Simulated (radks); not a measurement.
Coulomb parameter of the 5d shell of the tungsten ion W+ in the model configuration [Xe] 4f14 5d4 6s1, as a second difference U = [E(n + 1) + E(n - 1) - 2 E(n)] / (1)^2 with all orbitals relaxed. "Bare": the charge of the atom changes with n. "Screened": the 6s shell takes up the change at fixed total charge, which measures U(5d,5d) + U(6s,6s) - 2 U(5d,6s). All-electron calculation, scalar-relativistic Kohn-Sham, PBE, spin-unpolarised, spherical densities, finite nucleus; Fermi nuclear charge, rms radius 5.3658 fm. Program: a radial shooting solver on a logarithmic mesh with Libxc functionals.

case             configuration  E - E(n) (eV)
start        [Xe] 4f14 5d4 6s1          0.000
bare +1      [Xe] 4f14 5d5 6s1         -7.346
bare -1      [Xe] 4f14 5d3 6s1         16.709
screened +1      [Xe] 4f14 5d5          0.804
screened -1  [Xe] 4f14 5d3 6s2         -0.048

U(bare) = 9.363 eV, U(screened by 6s) = 0.756 eV, against the Slater integral F0(5d,5d) = 12.604 eV with frozen orbitals.
